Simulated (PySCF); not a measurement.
B(F)(Me)(nBu), SMILES FB(CCCC)C, GFN2-xTB optimised geometry.

```
19

B      0.27    -1.62     0.00
F      1.60    -1.62     0.00
C     -0.45    -3.02     0.00
H     -1.53    -2.96     0.04
H     -0.12    -3.62     0.85
H     -0.17    -3.59    -0.89
C     -0.49    -0.23     0.00
C      0.41     1.01    -0.08
C     -0.37     2.32    -0.15
C     -1.13     2.64     1.13
H     -1.20    -0.21    -0.83
H     -1.11    -0.18     0.90
H      1.07     1.03     0.79
H      1.04     0.92    -0.96
H      0.33     3.13    -0.36
H     -1.08     2.28    -0.99
H     -0.45     2.65     1.98
H     -1.91     1.91     1.32
H     -1.60     3.62     1.06
```

Density from B3LYP/def2-SVP run with PySCF at that geometry.

Minimum of the electron density along straight lines between bonded atoms, close to the bond critical point (lines longer than 1.1 times the sum of covalent radii, or with two minima, are not listed):

```csv
bond,length / Å,ρ at the minimum / e bohr⁻³,∇²ρ there / e bohr⁻⁵,position (fraction from the first atom)
B1–F2,1.327,0.187,(withheld),0.34
B1–C3,1.580,0.184,-0.21,0.32
C3–H4,1.085,0.274,-0.99,0.62
C3–H5,1.089,0.269,-0.95,0.62
C3–H6,1.089,0.269,-0.95,0.62
B1–C7,1.584,0.186,(withheld),0.33
C7–C8,1.533,0.240,-0.54,0.50
C8–C9,1.529,0.245,-0.56,0.50
C9–C10,1.525,0.245,-0.57,0.50
C7–H11,1.094,0.268,-0.93,0.62
C7–H12,1.093,0.268,-0.93,0.62
C8–H13,1.092,0.277,-1.00,0.62
C8–H14,1.092,0.277,-1.00,0.62
C9–H15,1.093,0.276,-1.00,0.62
C9–H16,1.093,0.276,-0.99,0.62
C10–H17,1.088,0.277,-1.01,0.62
C10–H18,1.087,0.277,-1.01,0.62
C10–H19,1.088,0.277,-1.01,0.62
```

Task: What belongs in the gaps?

Result: 
- B1–F2, ∇²ρ there / e bohr⁻⁵: 1.40
- B1–C7, ∇²ρ there / e bohr⁻⁵: -0.25
